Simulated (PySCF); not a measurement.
An unknown gives this computed stick spectrum. Level of theory: PySCF, TDDFT wB97X-D/def2-SVPD, vertical, gas phase, core orbitals frozen in the response. Geometries: GFN2-xTB, one conformer each.

```
state  E (eV)       f   main configurations (H = HOMO, L = LUMO)
   S1    6.18   0.058                                  H→L (82%)
   S2    6.59   0.052                   H→L+1 (75%), H→L+2 (12%)
   S3    7.26   0.098      H→L+3 (35%), H→L+2 (32%), H→L+4 (14%)
   S4    7.43   0.026    H-1→L (30%), H-1→L+1 (22%), H→L+4 (15%)
   S5    7.65   0.019     H-1→L (48%), H-1→L+1 (23%), H→L+4 (9%)
   S6    7.88  0.0071    H→L+4 (48%), H→L+3 (24%), H-1→L+1 (14%)
   S7    8.12  0.0053  H→L+2 (19%), H-1→L+1 (18%), H-1→L+2 (14%)
   S8    8.26   0.060    H-2→L+1 (37%), H-2→L (21%), H-4→L (11%)
```

Triplets computed (Tamm–Dancoff): 5.12, 5.71, 7.00 eV.

Orbital energies (eV): HOMO-3 -11.03, HOMO-2 -10.75, HOMO-1 -9.60, HOMO -8.74, LUMO 1.99, LUMO+1 2.21, LUMO+2 2.73.

**Question.** Which candidate is it?
A. `CC1=CCCP1P`
B. `COC1CPC1`
C. `C1[C@@H]2[C@H]3[C@@H]2[C@@H]1C3`

**Answer.** B. Its S1 lies at 6.18 eV; the nearest of the others has S1 at 5.14 eV. S1 is HOMO→LUMO (82%). Löwdin shares by element: HOMO phosphorus 50%, carbon 22% or more, oxygen 9% (atoms not listed hold the other 19%); LUMO phosphorus 35%, carbon 24% or more, hydrogen 8% or more (atoms not listed hold the other 33%). At the same level the other candidates give, for their lowest levels:
- `CC1=CCCP1P`: 5.14 eV (f 0.109); 5.75 eV (f 0.076); 5.87 eV (f 0.023); 6.11 eV (f 0.014); 6.33 eV (f 0.088); T1 4.02 eV; HOMO -7.92, LUMO 1.49 eV
- `C1[C@H]2C[C@H]3[C@@H]1[C@@H]23`: 7.46 eV (f 0.008); 7.79 eV (f 0.004); 7.96 eV (f 0.009); 8.01 eV (f 0.003); 8.17 eV (f 0.004); T1 7.40 eV; HOMO -8.99, LUMO 2.58 eV

The values belong to the conformer `[CH3:1][O:2][CH:3]1[CH2:4][PH:5][CH2:6]1`: C1–O2–C3–C4 175°.
